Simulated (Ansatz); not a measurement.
A nudged elastic band was laid between two geometries of BClFH + H4Si (9 atoms, charge 0, multiplicity 1).

Level of theory: Ansatz 0.2.0, RKS PBE/6-31G*.

* movable images: 7
* climbing image: yes
* spring: 5.0 eV/Å²
* optimiser: quadratic models (default)
* start path: through a guess of the saddle point
* force threshold: 0.03 eV/Å
* iteration limit: 60
* end points: relaxed

Image 0:

```xyz
9
Properties=species:S:1:pos:R:3
B 0.176 -1.056 0.199
Cl 0.383 -2.405 1.307
F 1.017 -0.030 0.267
H -0.709 -1.061 -0.609
Si -0.042 3.151 0.988
H 1.126 2.905 1.892
H 0.401 3.079 -0.441
H -0.613 4.509 1.265
H -1.096 2.115 1.239
```

Image 8:

```xyz
9
Properties=species:S:1:pos:R:3
B 0.303 0.501 -0.307
Cl -0.928 -0.542 2.317
F 1.480 -0.127 -0.217
H -0.591 -0.088 -0.872
Si 0.170 2.425 0.378
H 0.861 2.587 1.708
H 0.852 3.364 -0.582
H -1.250 2.888 0.538
H -0.254 0.199 3.144
```

Question: Which bonds break or form, and what moves?

Answer: Bonds broken: B1–Cl2, Si5–H9. Bonds formed: B1–Si5, Cl2–H9. BClFH + H4Si becomes BFH4Si + ClH.

Question: What energy profile does the band end with?

Answer: The run converged. The highest image is number 6 of 0 to 8, 1.81 eV above the first end and 0.40 eV above the last; the last end lies 1.41 eV above the first. A vibrational analysis at the climbing image gives one clearly imaginary mode, 543i cm⁻¹: a first-order saddle point. The orbitals stay closed-shell, which can raise the energy where a bond breaks towards radicals; this wasn't checked here.

```
image  path coordinate (Å)  energy (eV)  B1–Cl2 (Å)  Si5–H9 (Å)  B1–Si5 (Å)
    0                 0.00         0.00        1.76        1.50        4.29
    1                 0.82         0.00        1.76        1.50        4.11
    2                 1.63         0.01        1.76        1.50        3.87
    3                 2.45         0.04        1.76        1.50        3.66
    4                 3.26         0.17        1.78        1.50        3.17
    5                 4.08         0.67        1.87        1.55        2.59
    6                 4.89         1.81        2.36        1.96        2.14
    7                 5.92         1.52        3.02        2.64        2.06
    8                 6.94         1.41        3.08        3.58        2.05
```

Question: What is the geometry of the highest image?

Answer: 
```xyz
9
Properties=species:S:1:pos:R:3
B 0.194 0.320 0.164
Cl -0.585 -0.658 2.164
F 1.446 -0.127 0.003
H -0.707 -0.018 -0.555
Si 0.114 2.391 0.683
H 1.053 2.830 1.764
H 0.601 2.907 -0.641
H -1.271 2.890 0.948
H -0.203 0.671 1.576
```

Question: What are the harmonic wavenumbers there?

Answer: 543i, 107, 177, 190, 256, 390, 477, 529, 624, 751, 818, 898, 899, 974, 1055, 1252, 1468, 2175, 2207, 2223, 2629 cm⁻¹.

Time of the run: 20 min on 1 thread of AMD EPYC 7R43 64-Core Processor (Zen 3), on a shared host, peak memory 0.13 GiB.
